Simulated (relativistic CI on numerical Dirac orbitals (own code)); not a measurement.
## Mn⁷⁺: L2,3 absorption edge

Computed with this model: Dirac-Coulomb-Breit CI, KLI orbitals optimised for each configuration, a model potential for QED, valence Slater integrals scaled by 0.8, multiplet model of core-to-valence dipole absorption; configurations [Ne] 3s2 3p6 → [He] 2s2 2p5 3s2 3p6 3d; 80 K; Lorentzian 0.6 eV and Gaussian 0.3 eV FWHM. Energies are those of the free ion, without screening or charge transfer. The branching ratio is the share of the lower-energy edge in the whole absorption, uncertain by about 0.02 where the edges overlap. S is read from ⟨S²⟩ = S(S + 1).

Field parameters in Wybourne normalisation: D4h B²₀ = −7Ds, B⁴₀ = 21(Dq − Dt), B⁴₄ = 21√(5/14) Dq. The field is a parameter set, without covalency.

free ion: ground-state S = 0.00, centroid 670.37 eV, branching ratio 0.380. Peaks (eV, height): 664.5 (61), 674.0 (100).

D4h, 10Dq = 26850, Ds = -1500, Dt = 690 cm⁻¹: ground-state S = 0.00, centroid 670.37 eV, branching ratio 0.367. Peaks (eV, height): 661.5 (9), 665.0 (60), 671.1 (22), 674.6 (100).

D4h, 10Dq = 26850, Ds = -860, Dt = 690 cm⁻¹: ground-state S = 0.00, centroid 670.37 eV, branching ratio 0.368. Peaks (eV, height): 661.4 (8), 665.0 (60), 671.1 (23), 674.6 (100).

D4h, 10Dq = 26850, Ds = 430, Dt = 690 cm⁻¹: ground-state S = 0.00, centroid 670.37 eV, branching ratio 0.368. Peaks (eV, height): 661.3 (11), 665.0 (62), 671.1 (29), 672.2 (6), 674.7 (100).

D4h, 10Dq = 26850, Ds = 1070, Dt = 690 cm⁻¹: ground-state S = 0.00, centroid 670.37 eV, branching ratio 0.368. Peaks (eV, height): 661.4 (13), 665.1 (62), 671.1 (33), 672.2 (10), 674.8 (100).

D4h, 10Dq = 26850, Ds = 1710, Dt = 690 cm⁻¹: ground-state S = 0.00, centroid 670.37 eV, branching ratio 0.368. Peaks (eV, height): 661.4 (13), 664.7 (42), 665.3 (60), 671.1 (32), 672.1 (14), 674.2 (67), 675.0 (100).

The statistical ratio of this edge is 2/3 = 0.667. Values above it arise where the holes sit mainly in the j = l + 1/2 valence subshell or the ground state has high spin; values below it where core-valence Coulomb terms move weight to the upper edge, as in nearly empty shells.

Strongest unbroadened transitions for D4h, 10Dq = 26850, Ds = 1710, Dt = 690 cm⁻¹:

```
Energy (eV)  Relative strength
     658.24                0.8
     658.38                0.5
     659.44                0.5
     659.49                1.4
     660.93                0.9
     661.00                2.9
     661.40               10.6
     662.10                2.2
     662.11                2.3
     663.13                2.4
     664.56               33.5
     665.28               58.9
     669.84                0.2
     670.85                9.4
     671.11               25.0
     672.15                9.6
     674.14               57.1
     674.99              100.0
```
